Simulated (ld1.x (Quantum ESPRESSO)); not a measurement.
**Before and after: TM potential for beryllium (Be)**

* Element: beryllium (Be)
* Generator: ld1.x (Quantum ESPRESSO) 7.5
* Type: norm-conserving Troullier–Martins (Kleinman–Bylander form)
* Functional: PBE
* Relativity: non-relativistic
* Frozen core: [He]
* Valence charge: 2
* Reference configuration: 2s2 2p0
* Partial waves: 2p (bound, empty): rc 2.90 bohr; 2s (bound): rc 1.40 bohr
* Local potential: the s channel
* Core correction: Bessel-smoothed model core, default radius (core density twice the valence density)

Change: all radii but the core radius scaled by about 1.39 (s 1.94, p 4.02 bohr).

Cutoffs: the cutoffs (Ry, on a coarse ladder) from which the occupation-weighted sum of valence levels, in a spherical-Bessel basis at the reference potential, stays within 10 and 1 mRy of its value at 400 Ry; they do not see the model core or the augmentation charge, which bear on the density cutoff. Errors are all-electron minus pseudo energies relative to the spin-unpolarised reference configuration.

Q: What does the change do?

A: The potential gets softer (10 Ry and 35 Ry → 10 Ry and 25 Ry); of the 5 tests that both files solve, the error grows in 3 and shrinks in 1 by more than 15 % and 0.3 meV (median size 5.3 → 21.7 meV); neither file shows a bound ghost. A larger radius leaves more room for a smooth pseudo-wave, so fewer plane waves are needed.

```csv
quantity,base,changed
"cutoff, loose",10 Ry,10 Ry
"cutoff, tight",35 Ry,25 Ry
bound ghosts,none,none
"error for 2s1 2p0, meV [ΔE 9.55 eV]",+5.3,+4.4
"error for 2s1.5 2p0, meV [ΔE 3.76 eV]",+1.0,+0.9
"error for 2s1 2p1, meV [ΔE 3.61 eV]",-4.9,-22
"error for 2s0 2p1, meV [ΔE 13.46 eV]",-46,-189
"error for 2s0 2p2, meV [ΔE 7.25 eV]",-22,-92
```
